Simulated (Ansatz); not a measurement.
Relaxation of Al(NH2)3 (AlN₃H₆) with RKS r2SCAN-D4/def2-SVP.

```sh
$ ansatz run in.yaml --threads 2 --pin off --events-out ev --progress --plain --max-ram 4352MiB
```

```yaml
crystal:
  periodic: [false, false, false]
  atoms:
    - {symbol: Al, position_ang: [-0.000220, -0.001430, -0.001680]}
    - {symbol: N, position_ang: [1.779860, -0.007290, -0.008250]}
    - {symbol: H, position_ang: [2.364320, -0.830600, -0.012710]}
    - {symbol: H, position_ang: [2.367450, 0.813600, 0.000470]}
    - {symbol: N, position_ang: [-0.883030, 1.544420, 0.002200]}
    - {symbol: H, position_ang: [-1.887080, 1.649600, 0.024870]}
    - {symbol: H, position_ang: [-0.456070, 2.459150, -0.014810]}
    - {symbol: N, position_ang: [-0.897150, -1.538860, 0.003320]}
    - {symbol: H, position_ang: [-0.485010, -2.460210, 0.002650]}
    - {symbol: H, position_ang: [-1.903060, -1.628380, 0.003940]}
basis:
  gaussian: {orbitals: def2-SVP}
hamiltonian: {xc: r2scan, dispersion: d4}
scf: {omitted_lower_state_checks: [starts]}
output: {orbitals: {seedname: orbitals}}
relax: {f_tol: 0.02, max_steps: 100}
```

Run time 27 s (2 threads of Arm Neoverse V2 on a shared host).

Positions (Å) and forces (eV/Å) at steps 1, 2, 4, 6, 7, 8, 10, 11, 12 of 12:

```xyz
10
step=1 energy=-11158.8710 eV
Al    0.000   -0.001   -0.002   -0.002   -0.001    0.004
N     1.780   -0.007   -0.008   -0.259   -0.003   -0.001
H     2.364   -0.831   -0.013    0.110   -0.178   -0.004
H     2.367    0.814    0.000    0.118    0.183    0.002
N    -0.883    1.544    0.002    0.125   -0.226    0.000
H    -1.887    1.650    0.025   -0.201    0.007    0.002
H    -0.456    2.459   -0.015    0.097    0.193   -0.002
N    -0.897   -1.539    0.003    0.110    0.232   -0.001
H    -0.485   -2.460    0.003    0.106   -0.199    0.003
H    -1.903   -1.628    0.004   -0.203   -0.007   -0.003
10
step=2 energy=-11158.8738 eV
Al    0.000   -0.001    0.001   -0.001   -0.001   -0.006
N     1.779   -0.007   -0.008   -0.063    0.000    0.002
H     2.365   -0.834   -0.017    0.024   -0.036   -0.002
H     2.369    0.817    0.000    0.027    0.036    0.001
N    -0.883    1.544    0.003    0.036   -0.054    0.002
H    -1.890    1.648    0.021   -0.042    0.002    0.000
H    -0.454    2.462   -0.013    0.016    0.042    0.000
N    -0.897   -1.538    0.004    0.023    0.056    0.001
H    -0.482   -2.463    0.007    0.022   -0.041    0.003
H    -1.906   -1.628    0.000   -0.041   -0.004   -0.002
10
step=4 energy=-11158.8740 eV
Al    0.000   -0.001    0.001    0.000   -0.001   -0.005
N     1.779   -0.008   -0.007    0.004    0.001    0.001
H     2.364   -0.836   -0.023   -0.003    0.005   -0.001
H     2.370    0.817    0.003   -0.002   -0.006    0.001
N    -0.882    1.544    0.004    0.003    0.005    0.001
H    -1.891    1.647    0.021    0.005   -0.001    0.001
H    -0.455    2.464   -0.012   -0.006   -0.004   -0.001
N    -0.897   -1.537    0.004   -0.005   -0.003    0.001
H    -0.481   -2.462    0.014   -0.002    0.005    0.002
H    -1.907   -1.628   -0.005    0.006   -0.002   -0.001
10
step=6 energy=-11158.8627 eV rejected
Al    0.003    0.012   -0.006    0.009    0.011    0.018
N     1.778   -0.017   -0.005    0.544   -0.168   -0.052
H     2.347   -0.852   -0.185   -0.262    0.451    0.094
H     2.394    0.786    0.139   -0.194   -0.285   -0.043
N    -0.880    1.552    0.009   -0.210    0.290   -0.011
H    -1.889    1.626    0.125    0.176   -0.005    0.003
H    -0.496    2.488   -0.110   -0.035   -0.211    0.001
N    -0.895   -1.520    0.000   -0.146   -0.643    0.051
H    -0.465   -2.435    0.196   -0.345    0.550   -0.138
H    -1.899   -1.638   -0.163    0.463    0.010    0.078
10
step=7 energy=-11158.8746 eV
Al    0.001    0.003   -0.002    0.002    0.002    0.007
N     1.779   -0.010   -0.007    0.032   -0.010   -0.003
H     2.359   -0.840   -0.067   -0.008    0.009   -0.003
H     2.376    0.808    0.043   -0.008    0.000    0.005
N    -0.882    1.546    0.004   -0.032    0.021   -0.002
H    -1.890    1.642    0.055    0.002   -0.003    0.007
H    -0.466    2.470   -0.043    0.015   -0.004   -0.008
N    -0.896   -1.533    0.002    0.001   -0.032    0.000
H    -0.477   -2.455    0.064   -0.010    0.011    0.000
H    -1.904   -1.631   -0.049    0.006    0.005   -0.004
10
step=8 energy=-11158.8733 eV rejected
Al    0.002    0.009   -0.004    0.005    0.008    0.009
N     1.779   -0.015   -0.005    0.284   -0.088   -0.024
H     2.350   -0.847   -0.156   -0.132    0.232    0.037
H     2.388    0.791    0.121   -0.101   -0.146   -0.014
N    -0.881    1.551    0.006   -0.138    0.158   -0.003
H    -1.888    1.631    0.120    0.106    0.000    0.004
H    -0.487    2.481   -0.106   -0.013   -0.116   -0.005
N    -0.895   -1.525    0.000   -0.064   -0.327    0.023
H    -0.470   -2.440    0.160   -0.178    0.272   -0.055
H    -1.899   -1.637   -0.136    0.231    0.007    0.028
10
step=10 energy=-11158.8764 eV
Al    0.001    0.005   -0.001    0.002    0.007    0.000
N     1.779   -0.012   -0.007    0.106   -0.026   -0.006
H     2.356   -0.840   -0.129   -0.047    0.084    0.005
H     2.381    0.799    0.105   -0.043   -0.059    0.000
N    -0.882    1.548    0.004   -0.065    0.065    0.001
H    -1.887    1.640    0.117    0.054    0.003    0.004
H    -0.476    2.472   -0.106   -0.008   -0.057   -0.005
N    -0.896   -1.530    0.002   -0.025   -0.114    0.006
H    -0.476   -2.448    0.125   -0.063    0.091   -0.009
H    -1.900   -1.635   -0.111    0.088    0.006    0.003
10
step=11 energy=-11158.8768 eV
Al    0.002    0.007    0.002    0.003    0.006   -0.017
N     1.779   -0.013   -0.006    0.191   -0.036   -0.008
H     2.353   -0.837   -0.175   -0.087    0.166    0.028
H     2.383    0.792    0.146   -0.081   -0.130   -0.016
N    -0.882    1.549    0.004   -0.111    0.122    0.008
H    -1.883    1.639    0.159    0.126    0.009   -0.009
H    -0.483    2.472   -0.147   -0.039   -0.114    0.008
N    -0.896   -1.529    0.002   -0.055   -0.202    0.016
H    -0.478   -2.443    0.171   -0.121    0.176   -0.033
H    -1.895   -1.637   -0.157    0.175    0.003    0.023
10
step=12 energy=-11158.8814 eV
Al    0.000    0.002   -0.001   -0.001   -0.003    0.001
N     1.779   -0.009   -0.009    0.005    0.002    0.001
H     2.359   -0.811   -0.231   -0.002    0.005   -0.002
H     2.374    0.783    0.209   -0.002   -0.002    0.001
N    -0.883    1.545    0.004    0.002    0.004    0.000
H    -1.867    1.657    0.225    0.002    0.000    0.004
H    -0.485    2.453   -0.213   -0.001   -0.004   -0.004
N    -0.895   -1.535    0.004   -0.002   -0.001   -0.001
H    -0.501   -2.443    0.222   -0.002    0.001    0.002
H    -1.881   -1.641   -0.210    0.001   -0.002   -0.002
```
